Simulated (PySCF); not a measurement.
silylphosphine (H5PSi), singlet, at a GFN2-xTB geometry. Base run: CAMB3LYP/6-31G, TDA (PySCF).

Here is a job for PySCF.
```python
from pyscf import gto, scf, dft, tdscf

mol = gto.Mole()
mol.atom = '''
    Si   -1.05826764    0.09678777    0.22000604
    P     1.09945977   -0.07715081   -0.33815421
    H    -1.78664864   -0.87305321   -0.59632582
    H    -1.46920302    1.46352861   -0.09729460
    H    -1.30963320   -0.17191890    1.63805364
    H     1.31318546   -1.27594592    0.31720495
    H     1.57614985    0.65962276    0.73059051
'''
mol.basis = '6-31g'
mol.verbose = 3
mol.build()

mf = dft.RKS(mol)
mf.xc = 'camb3lyp'
mf.kernel()
td = mf.TDA()
td.nstates = 5
td.kernel()
td.analyze()
```

The base run was repeated with changes; each row names its change, and settings that it needs were set with it.

```
change                           first excitation (eV)  oscillator strength of the first  second (eV)  core-seconds (rough)
-------------------------------  ---------------------  --------------------------------  -----------  --------------------
base                                              6.99                             0.258         7.51                    20
basis = def2-SVP                                  7.16                             0.022         7.49                    40
functional = pbe                                  6.37                             0.179         7.11                    10
nstates = 15                                      6.99                             0.258         7.51                    30
basis = 6-31+G*                                   6.32                             0.094         6.89                    50
nstates = 2                                       6.99                             0.258         7.51                    20
functional = wb97x                                7.26                             0.290         7.60                    30
functional = hf                                   7.91                             0.091         7.91                   0.9
guess vectors = 13 for 5 states                   6.99                             0.258         7.51                    20
functional = pbe0                                 6.82                             0.234         7.48                    20
functional = b3lyp                                6.69                             0.222         7.37                    10
```

An iterative solver can miss low states, so a row lists the states that it found.
